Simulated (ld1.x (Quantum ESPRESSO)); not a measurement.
**What one change does to a pseudopotential (Zn, PAW)**

zinc, PAW, made with ld1.x (Quantum ESPRESSO) 7.5 (LDA (PZ), scalar-relativistic). Core [Ar], reference 3d10 4s2 4p0. Waves: 4s (bound): rcut 1.40, rcutus 1.95 bohr; 4s channel at 0.15 Ry: rcut 1.40, rcutus 1.95 bohr; 4p (bound, empty): rcut 2.35, rcutus 3.15 bohr; 4p channel at 0.3 Ry: rcut 2.35, rcutus 3.15 bohr; 3d (bound): rcut 0.85, rcutus 1.10 bohr; 3d channel at 1.1 Ry: rcut 0.85, rcutus 1.10 bohr. Local part: all-electron potential smoothed inside 2.40 bohr (lloc = -1). Core correction: Bessel-smoothed model core, default radius (core density twice the valence density). Augmentation charge: BESSEL, radius 0.85 bohr.

All-electron outer shells of the reference configuration (LDA (PZ), scalar-relativistic, ld1.x):

```tsv
shell	level (eV)	outermost node (bohr)	outermost maximum (bohr)
3s	-128.62	0.28	0.59
3p	-83.26	0.25	0.59
3d	-10.42	–	0.56
4s	-6.23	0.85	2.09
4p	-1.23	0.92	3.04
```

Change: all radii but the core radius scaled by about 1.30 (s 2.54, p 4.10, d 1.44 bohr, rcut 1.82/3.06/1.10); local potential all-electron potential smoothed inside 3.12 bohr (lloc = -1); augmentation BESSEL, radius 1.10 bohr.

Cutoffs: the cutoffs (Ry, on a coarse ladder) from which the occupation-weighted sum of valence levels, in a spherical-Bessel basis at the reference potential, stays within 10 and 1 mRy of its value at 400 Ry; they do not see the model core or the augmentation charge, which bear on the density cutoff. Errors are all-electron minus pseudo energies relative to the spin-unpolarised reference configuration.

How do hardness, ghosts and transferability respond?

The potential gets softer (120 Ry and 200 Ry → 50 Ry and 90 Ry); the number of tests that count goes from 9 to 7; of the 7 tests that both files solve, the error grows in 0 and shrinks in 6 by more than 15 % and 0.3 meV (median size 7.5 → 1.9 meV); neither file shows a bound ghost at the reference potential, the only one tested. A larger radius leaves more room for a smooth pseudo-wave, so fewer plane waves are needed. That the errors move this way runs against the usual rule that smaller radii transfer better.

| quantity | base | changed |
| --- | --- | --- |
| cutoff, loose | 120 Ry | 50 Ry |
| cutoff, tight | 200 Ry | 90 Ry |
| loose cutoff by channel (10 mRy a level) | s 6 Ry, d 80 Ry | s 6 Ry, d 40 Ry |
| bound ghosts | none | none |
| tests counted (converged, no solver errors) | 9 of 9 | 7 of 9 |
| error for 3d10 4s1 4p0, meV [ΔE 10.19 eV] | -2.4 | -0.7 |
| error for 3d10 4s0 4p0, meV [ΔE 28.96 eV] | -11 | -9.0 |
| error for 3d10 4s0 4p1, meV [ΔE 16.61 eV] | -7.5 | -0.3 |
| error for 3d10 4s1 4p1, meV [ΔE 5.18 eV] | -1.6 | +1.9 |
| error for 3d9 4s2 4p1, meV [ΔE 12.36 eV] | -103 | -84 |
| error for 3d9 4s2 4p0, meV [ΔE 18.21 eV] | -121 | -58 |
| error for 3d10 4s1 4p0 (spin-polarised), meV [ΔE 9.94 eV] | -2.8 | +0.3 |
| lowest overlap eigenvalue by channel | s 0.42, p 0.81, d 1.00 | s 0.41, p 0.66, d 0.38 |

Changed file: Tests not counted: 3d9 4s0 4p0 (solver errors, printed error -1224 eV); 3d9 4s0 4p0 (spin-polarised) (solver errors, printed error -1224 eV).
